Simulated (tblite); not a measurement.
Isomers of C2H12O2Si4. Method: GFN2-xTB as coded in tblite; computed harmonic values from a numerical Hessian at the method's own geometry, unscaled. This tight-binding method is rough: wavenumbers can miss measured ones by several per cent, in bad cases by 10 to 20. Modes of hydrogen on silicon can be 10 to 20 % off. One conformer each.

Electronic energies: GFN2-xTB at the same geometries; isomer energies are rough at this level and their order can be wrong.

```tsv
SMILES	electronic energy, lowest = 0 (kcal/mol)
C[Si]([SiH3])([SiH3])[SiH2]OC=O	103.8
O=CC([SiH3])([SiH3])[SiH2]O[SiH3]	51.1
[SiH3]O[Si@@H]1C[SiH2][SiH2]CO1	23.7
[SiH3]C[C@@H]1[SiH2]O[Si@@H]1O[SiH3]	0.0
CCO[Si@@H]1[SiH2][SiH2][Si@H]1O	92.0
C[SiH](C)O[SiH]1[SiH2]O[SiH2]1	15.0
```

How do GFN2-xTB zero-point energies change the relative energies?

```csv
SMILES,ZPE (kcal/mol),of it from modes above 1550 cm⁻¹,electronic (kcal/mol),"with ZPE, lowest = 0 (kcal/mol)",lowest mode (cm⁻¹),rings
[SiH3]C[C@@H]1[SiH2]O[Si@@H]1O[SiH3],79.3,42.0,0.0,0.0,42,1
C[SiH](C)O[SiH]1[SiH2]O[SiH2]1,82.3,44.9,15.0,18.0,9i,1
[SiH3]O[Si@@H]1C[SiH2][SiH2]CO1,80.4,42.3,23.7,24.9,34,1
O=CC([SiH3])([SiH3])[SiH2]O[SiH3],74.6,42.1,51.1,46.5,25,0
CCO[Si@@H]1[SiH2][SiH2][Si@H]1O,82.5,44.9,92.0,95.2,23,1
C[Si]([SiH3])([SiH3])[SiH2]OC=O,77.8,44.9,103.8,102.4,26,0
```

The zero-point energies span 7.9 kcal/mol, from `O=CC([SiH3])([SiH3])[SiH2]O[SiH3]` to `CCO[Si@@H]1[SiH2][SiH2][Si@H]1O`. Slightly imaginary modes are left out of the zero-point energy: `C[SiH](C)O[SiH]1[SiH2]O[SiH2]1` 8.5i cm⁻¹. The order is unchanged.

What do entropy and thermal enthalpy add at 298.15 K and 1 bar (rigid rotor, harmonic oscillator, one conformer each)?

```
                              SMILES  point group  symmetry number  S (cal/(mol K))  H − H(0) (kcal/mol)  ZPE + H − H(0) − TS (kcal/mol)
[SiH3]C[C@@H]1[SiH2]O[Si@@H]1O[SiH3]           C1                1            116.0                 9.10                            53.8
     [SiH3]O[Si@@H]1C[SiH2][SiH2]CO1           C1                1            115.3                 8.98                            55.0
   O=CC([SiH3])([SiH3])[SiH2]O[SiH3]           C1                1            123.1                 9.93                            47.8
     C[Si]([SiH3])([SiH3])[SiH2]OC=O           C1                1            134.8                10.85                            48.5
```

Not tabulated: `C[SiH](C)O[SiH]1[SiH2]O[SiH2]1` (lowest mode only 8i cm⁻¹); `CCO[Si@@H]1[SiH2][SiH2][Si@H]1O` (lowest mode only 23 cm⁻¹).
